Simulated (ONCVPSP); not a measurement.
## promethium ONCV: all-electron and pseudo phase curves

```
Element                 : Pm (Z = 61)
Generator               : ONCVPSP 4.0.1
Type                    : optimised norm-conserving Vanderbilt (ONCV)
Functional              : PBE
Relativity              : fully relativistic
Frozen core             : [Kr] 4d10
Valence charge          : 15
Reference configuration : 4f4 5s2 5p6 5d1 6s2
Partial waves           : 5s+6s: rc 2.00 bohr, ncon 3, nbas 7, qcut 6.8 1/bohr, 2 projectors; 5p: rc 2.70 bohr, ncon 4, nbas 7, qcut 5.6 1/bohr, 2 projectors, debl 1.6 Ha; 5d: rc 2.20 bohr, ncon 4, nbas 8, qcut 4.4 1/bohr, 3 projectors, debl 2.2 Ha; 4f: rc 1.50 bohr, ncon 3, nbas 8, qcut 10.1 1/bohr, 2 projectors, debl 2.3 Ha
Local potential         : polynomial inside 1.15 bohr (lpopt 5, dvloc0 0 Ha)
Core correction         : Teter function, fcfact 4.75, rcfact 1.7
```

Open shells are filled in proportion to 2j + 1.

The phase is arctan(r·R′/R) of the radial function R(r), unwrapped; energies in Ha, scanned from -3 to 5 Ha. A pole is an energy at which the radial function vanishes at the test radius. The pseudo phase is shifted by a multiple of π to meet the all-electron one at the reference energy, and phase errors are pseudo minus all-electron; the curves can meet again beyond the range given. Levels narrower than the energy grid can be missing from the lists of poles.

```csv
channel,radius (bohr),reference energy (Ha),"poles, all-electron","poles, pseudo",unbroken range about the reference energy with phases within 0.05 rad,phase error 1 Ha above the reference energy (rad)
s,2.03,-0.14,-1.11,-1.11,the whole range,-0.000
p3/2,2.73,-0.89,"-0.73, 2.60","-0.73, 2.14, 2.78",below 2.1,-0.001
p1/2,2.73,-1.02,"-0.90, 2.39","-0.90, 2.26, 2.95",below 2.5,-0.001
d5/2,2.23,-0.10,1.12,1.12,the whole range,-0.000
d3/2,2.23,-0.11,1.07,1.07,the whole range,-0.000
f7/2,1.52,-0.27,0.19,0.19,the whole range,+0.000
f5/2,1.52,-0.29,0.16,0.16,the whole range,+0.000
```

Note: ghosts flagged at negative energy: s at -126.2 eV; GHOST(+) flagged for p3/2 at 60.2 eV, p1/2 at 76.4 eV. A true bound ghost makes a file unfit for plane-wave use.

Phases in the d5/2 channel:

```csv
E (Ha),all-electron,pseudo
-2.98,1.327,1.327
-2.76,1.313,1.313
-2.54,1.296,1.296
-2.32,1.277,1.276
-2.10,1.252,1.252
-1.88,1.222,1.221
-1.66,1.181,1.181
-1.44,1.127,1.127
-1.22,1.048,1.048
-1.00,0.925,0.924
-0.78,0.711,0.711
-0.56,0.312,0.311
-0.34,-0.313,-0.313
-0.12,-0.846,-0.846
0.10,-1.143,-1.143
0.32,-1.309,-1.309
0.54,-1.412,-1.412
0.76,-1.484,-1.484
0.98,-1.540,-1.540
1.20,-1.586,-1.586
1.42,-1.628,-1.628
1.64,-1.669,-1.669
1.86,-1.713,-1.713
2.08,-1.763,-1.763
2.30,-1.827,-1.827
2.52,-1.915,-1.915
2.74,-2.055,-2.055
2.96,-2.311,-2.311
3.18,-2.822,-2.822
3.40,-3.542,-3.542
3.62,-4.014,-4.014
3.84,-4.248,-4.248
4.06,-4.376,-4.376
4.28,-4.456,-4.456
4.50,-4.510,-4.510
4.72,-4.550,-4.550
4.94,-4.581,-4.581
```
